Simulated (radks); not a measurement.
The tungsten ion W72+, 2 electrons, occupied as [He]. Calculated with a radial shooting solver on a logarithmic mesh with Libxc functionals: Dirac Kohn-Sham, PBEsol, spin-unpolarised, spherical densities, finite nucleus; Fermi nuclear charge, rms radius 5.3658 fm.

Normalised radial functions P(r) = r R(r) (large component), r in bohr:

| r | 1s1/2 | 2s1/2 | 2p1/2 |
|---|---|---|---|
| 0.0009887 | 1.7307 | 0.6850 | 0.0693 |
| 0.001188 | 1.9916 | 0.7866 | 0.0844 |
| 0.00144 | 2.2984 | 0.9053 | 0.1042 |
| 0.001731 | 2.6268 | 1.0313 | 0.1282 |
| 0.002097 | 3.0055 | 1.1748 | 0.1600 |
| 0.002521 | 3.4012 | 1.3223 | 0.1990 |
| 0.003055 | 3.8437 | 1.4831 | 0.2511 |
| 0.003672 | 4.2880 | 1.6389 | 0.3153 |
| 0.004449 | 4.7595 | 1.7948 | 0.4013 |
| 0.005348 | 5.2005 | 1.9266 | 0.5069 |
| 0.006479 | 5.6233 | 2.0297 | 0.6474 |
| 0.007788 | 5.9616 | 2.0759 | 0.8176 |
| 0.009362 | 6.1985 | 2.0470 | 1.0294 |
| 0.01134 | 6.2966 | 1.9081 | 1.3010 |
| 0.01363 | 6.2104 | 1.6425 | 1.6137 |
| 0.01652 | 5.9035 | 1.2012 | 1.9937 |
| 0.01986 | 5.3928 | 0.6076 | 2.4005 |
| 0.02406 | 4.6544 | -0.1821 | 2.8474 |
| 0.02892 | 3.8027 | -1.0633 | 3.2615 |
| 0.03505 | 2.8519 | -2.0293 | 3.6234 |
| 0.04212 | 1.9808 | -2.8819 | 3.8390 |
| 0.05104 | 1.2108 | -3.5445 | 3.8580 |
| 0.06135 | 0.6638 | -3.8288 | 3.6332 |
| 0.07434 | 0.3012 | -3.6811 | 3.1425 |
| 0.08936 | 0.1170 | -3.1426 | 2.4849 |
| 0.1074 | 0.0364 | -2.3539 | 1.7544 |
| 0.1301 | 0.0081 | -1.4836 | 1.0545 |
| 0.1564 | 0.0014 | -0.7967 | 0.5468 |
| 0.1895 | 0.0001 | -0.3336 | 0.2227 |
| 0.2278 | 0.0000 | -0.1124 | 0.0736 |

1s1/2: eigenvalue -78910 eV, 0 radial nodes, <r> = 0.0183 bohr, 90 % of the charge inside 0.0332 bohr. 2s1/2 (empty): eigenvalue -19823.6 eV, 1 radial node at r = 0.0231 bohr, <r> = 0.0730 bohr, 90 % of the charge inside 0.114 bohr. 2p1/2 (empty): eigenvalue -19687.8 eV, 0 radial nodes, <r> = 0.0597 bohr, 90 % of the charge inside 0.0984 bohr.
